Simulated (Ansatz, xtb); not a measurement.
Spectroscopic constants of CuH, closed-shell singlet (the spin of the measured ground state). No spin–orbit coupling. Cu is treated without relativity.

Constants: fifth-degree fit in 1/R to seven points, most abundant isotopes. Runs in def2 and cc sets follow the lowest solution found near the PBE0 minimum. The singlet is held restricted.

Correlated levels freeze the inner cores; with def2 sets outer-core shells near the valence are correlated too. CBS(a, b) extrapolates the correlation energy as X⁻³ and adds the Hartree–Fock energy of set b.

Codes used: Ansatz (an electronic-structure program); xtb for the GFN methods. Values without a source in brackets are computed.

Question: What bond length and harmonic frequency does GFN1-xTB give?

Answer: r_e = 1.463 Å, ω_e = 2026 cm⁻¹.

Question: What bond length and harmonic frequency does SVWN5/def2-TZVPP give, and what D_e (from each atom's lowest state at the same level)?

Answer: r_e = 1.450 Å, ω_e = 1974 cm⁻¹, D_e = 3.26 eV.

Question: What bond length and harmonic frequency does CCSD(T)/CBS(def2-TZVPP, def2-QZVPP) give?

Answer: r_e = 1.462 Å, ω_e = 2063 cm⁻¹.

Measured for the ground state: r_e 1.4626 Å, ω_e 1941.3 cm-1, ω_e x_e 37.51 cm-1, B_e 7.9441 cm-1, α_e 0.2563 cm-1 [Huber and Herzberg (1979), NIST Chemistry WebBook]. D_0 2.602 ± 0.062 eV (a handbook's tabulated 298 K bond energy less 3RT/2; such tables hold older values) [Luo, bond dissociation energies, CRC Handbook].
